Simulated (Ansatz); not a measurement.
Born–Oppenheimer molecular dynamics of ClFGaH₂O (6 atoms, charge 0, multiplicity 2). It starts at the highest image of a converged band, a first-order saddle point between two minima.

The calculation used UKS BLYP-D4/def2-SVP in Ansatz.

| Item | Value |
| --- | --- |
| ensemble | NVE (velocity Verlet) |
| time step | 0.5 fs |
| steps asked | 200 |
| starting velocities drawn for | 100 K |
| seed | 6573 |

First frame:

```xyz
6
Properties=species:S:1:pos:R:3
Ga -0.080 0.021 0.120
H 0.215 0.733 1.748
O 1.259 -0.523 -0.960
H 2.081 -0.696 -0.459
Cl -2.103 0.107 -0.651
F 0.089 -0.595 1.997
```

Task: How far do the bonds stretch over the last three quarters of this one trajectory? (Pairs bonded in most of those frames.)

Result: 
```tsv
bond	mean (Å)	spread (Å)	shortest	longest
Ga1–O3	1.848	0.021	1.80	1.88
Ga1–Cl5	2.291	0.084	2.13	2.39
H2–F6	0.954	0.046	0.88	1.05
O3–H4	0.981	0.014	0.96	1.00
```

Pairs bonded in part of these frames only: Ga1–F6 18 %.

Mean temperature of the second half: 1145 K. The conserved energy stayed within 0.36 meV per atom of its start (net change 0.13 meV per atom), so the integration is sound. The kinetic energy rose, since the run started high on the potential surface and went downhill. It ends in pieces (ClGaHO + FH), so much of that is their flight and rotation, not heat. A run of 0.1 ps of so small a system gives no equilibrium averages.

The run took 2.7 min on 2 threads of AMD EPYC 9R45 96-Core Processor (Zen 5) (shared host), peak memory 0.17 GiB.
